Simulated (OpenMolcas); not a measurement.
Os3+ among 8 point charges of -1.2 e arranged as a cube (Oh), 2.14 Å from the ion.

| Quantity | Value |
| --- | --- |
| Program | OpenMolcas |
| Method | SS-CASPT2, IPEA 0.25 Eh, imaginary shift 0.1 Eh (closed shells correlated: 5s 5p) |
| Basis | ANO-RCC-VDZP [7s6p4d2f1g] |
| Scalar Hamiltonian | DKH2, point nucleus |
| Active space | 5 electrons in 5 orbitals (5d) |
| State averaging | 2S+1 = 6 even, 1 root; 2S+1 = 4 even, 24 roots; 2S+1 = 2 even, 75 roots |
| Spin-orbit coupling | RASSI with atomic mean-field integrals over the reference wave functions |

What is the spin-free ground state (labels of O, the rotations of Oh)?

6A1, 1-fold in its orbital part, 100 % from free-ion S terms; it has the highest spin that d5 allows.

What are the lowest two levels with spin-orbit coupling?

A 4-fold level Γ8, then a 2-fold level Γ7 65 cm-1 above it. Their leading multiplicities are 6 (85 %) and 6 (86 %).

What is χT at 300 K?

4.08 cm3 K/mol.

Roots that are degenerate in the reference are averaged as groups; the widest CASPT2 spread within a group is 190 cm-1 (the 3-fold group of multiplicity 4 near 18700 cm-1 above the lowest state of its run). Shifts and gaps below about the spread of the groups concerned are not significant. Point charges give a weaker field than real ligands, and real ions of this kind are as a rule low spin; the high spin found here belongs to the model. Free-ion shares, where given, are those of the reference states; single-state CASPT2 does not remix them. This is an electrostatic model: the charges have no orbitals. No measured value stands beside these numbers.
